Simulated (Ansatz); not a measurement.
H2Sn (SMILES [SnH2]), charge 0, multiplicity 1, relaxed at each level with Ansatz (a quantum-chemistry and plane-wave program); harmonic frequencies from differences of analytic forces, average atomic masses, frozen cores. Elements past Kr take the def2 small-core potentials, without spin–orbit coupling.

| level | harmonic frequencies (cm⁻¹) | ZPE (eV) | cost over HF/def2-TZVPP (rough) |
|---|---|---|---|
| HF/def2-TZVPP | 864 1809 1822 | 0.279 | ×1 |
| r2SCAN/def2-TZVPP | 792 1722 1724 | 0.263 | ×2 |
| B3LYP/def2-TZVPP | 787 1698 1700 | 0.259 | ×1 |
| MP2/def2-TZVPP | 820 1793 1794 | 0.273 | ×2 |
| CCSD(T)/def2-SVP | 808 1733 1733 | 0.265 | ×0.7 |
| CCSD(T)/def2-QZVPP | 787 1731 1733 | 0.264 | ×200 |

Doubts at one or more of the structures used: a restricted determinant that unrestricted orbitals would lower (MP2/def2-TZVPP, CCSD(T)/def2-SVP, CCSD(T)/def2-QZVPP).
